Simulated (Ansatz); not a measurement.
`C=C(S)[SiH2]Cl` + `FCSS` → `SS[SiH2]Cl` + `C=C(S)CF`  (formal exchange of groups at the Si–C bond)

Gas-phase electronic energies from Ansatz, PBE0-D4/def2-TZVP geometries. CCSD(T)/CBS is the MP2 limit (def2-TZVPP, def2-QZVPP) plus CCSD(T) − MP2 in def2-TZVPP, frozen cores. Functionals use def2-TZVPP. One conformer a species, not always the lowest.

Problem. Is it downhill or uphill in electronic energy at CCSD(T)/CBS, and by how much? (An estimate is asked.)

Solution. Computed: Downhill: ΔE = -65.1 kJ/mol.

Problem. What do these levels give: PBE-D4, r2SCAN-D4, PBE0-D4, ωB97M-V, B2PLYP, PBE, r2SCAN, MP2/def2-TZVPP, CCSD(T)/def2-TZVPP, HF/CBS(def2), MP2/CBS(def2), CCSD/CBS(def2)? (An estimate is asked.)

Solution. Ansatz gave: PBE-D4 -59.1, r2SCAN-D4 -62.6, PBE0-D4 -64.6, ωB97M-V -64.3, B2PLYP -62.0, PBE -59.1, r2SCAN -62.7, MP2/def2-TZVPP -65.1, CCSD(T)/def2-TZVPP -64.4, HF/CBS(def2) -69.2, MP2/CBS(def2) -65.8, CCSD/CBS(def2) -66.8 kJ/mol.

Largest T1 diagnostic among the species: 0.012.

From PBE to PBE0 (25 % exact exchange), in def2-TZVPP and without D4, ΔE moves by −5.5 kJ/mol. In def2-TZVPP, CCSD(T) changes the Hartree–Fock value by +5.6 kJ/mol (the triples alone add +1.7 kJ/mol) and MP2 by +4.8 kJ/mol.
